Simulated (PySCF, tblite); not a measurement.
A database entry of computed molecular properties. Lists by class give the value and the number of equivalent atoms.

```json
{
 "formula": "C4H6FO2",
 "smiles": "CO/[C]=C(/F)OC",
 "inchi": "InChI=1S/C4H6FO2/c1-6-3-4(5)7-2/h1-2H3",
 "charge": 0,
 "multiplicity": 2,
 "geometry_level": "GFN2-xTB",
 "atoms_angstrom": [
  ["C", 1.298, 0.46, 1.729],
  ["O", 1.459, 1.387, 0.658],
  ["C", 0.496, 1.565, -0.202],
  ["C", -0.516, 0.796, -0.594],
  ["F", -1.492, 1.334, -1.369],
  ["O", -0.577, -0.558, -0.501],
  ["C", -1.032, -1.271, -1.64],
  ["H", 0.345, 0.62, 2.238],
  ["H", 2.127, 0.628, 2.414],
  ["H", 1.323, -0.562, 1.343],
  ["H", -1.039, -2.319, -1.35],
  ["H", -2.04, -0.957, -1.924],
  ["H", -0.355, -1.123, -2.486]
 ],
 "electronic_structure_code": "PySCF",
 "results": {
  "GFN2-xTB geometry": {
   "point_group": "C1",
   "rotational_constants_GHz": [4.739, 1.786, 1.395]
  },
  "GFN2-xTB harmonic vibrations, gas phase": {
   "strongest_ir_bands_cm-1_km_per_mol_modes": [
    [1024.0, 110.8, 1],
    [1086.5, 113.9, 1],
    [1093.1, 71.7, 1],
    [1119.5, 118.9, 1],
    [1150.9, 40.4, 1],
    [1210.2, 359.2, 1]
   ],
   "zpe_kcal_per_mol": 58.4
  },
  "UKS B3LYP, pcH-1 on C F H O, non-relativistic, mean-field spin-orbit, GIAO": {
   "g_iso": 2.00322,
   "g_tensor": [2.00231, 2.00341, 2.00395],
   "s2": 0.754,
   "a_iso_by_class_MHz": [
    ["13C", 375.4, 1],
    ["17O", -97.3, 1],
    ["13C", 46.9, 1],
    ["19F", 32.8, 1],
    ["17O", -22.0, 1]
   ],
   "spin_populations_mulliken_by_atom": [0.02, 0.11, 0.75, 0.05, 0.01, 0.06, -0.01, 0.0, 0.0, 0.01, 0.0, 0.0, 0.0]
  }
 }
}
```

The rotational constants make it an asymmetric top with κ = (2B − A − C)/(A − C) = -0.77, nearer the prolate limit (−1). g_iso is shifted by about +900 ppm from the free-electron value 2.002319; the principal values span 0.0016. ⟨S²⟩ is 0.004 above the pure-spin value S(S + 1) = 0.75. With B = h/(8π²I), that is 505.379 GHz u Å² over I, the principal moments of inertia are 106.6, 282.9 and 362.2 u Å² (most abundant isotopes). The zero-point energy, half the sum of the 33 harmonic wavenumbers, equals 20430 cm⁻¹ or 244 kJ/mol.

 In GFN2-xTB open shells enter through the occupations alone, without spin polarisation, so single modes can be far off. Hyperfine couplings depend on the geometry, which wasn't re-optimised at a DFT level. Couplings of like nuclei are plain means over topologically equivalent atoms, as if these changed places fast (by rotation of a methyl-like group, say); in this geometry the members of some sets differ.

Shape of the structure used: `[CH3:1][O:2]/[C:3]=[C:4](/[F:5])[O:6][CH3:7]`: C1–O2–C3–C4 -24°, C3–C4–O6–C7 -134°.

One conformer stands for the species.
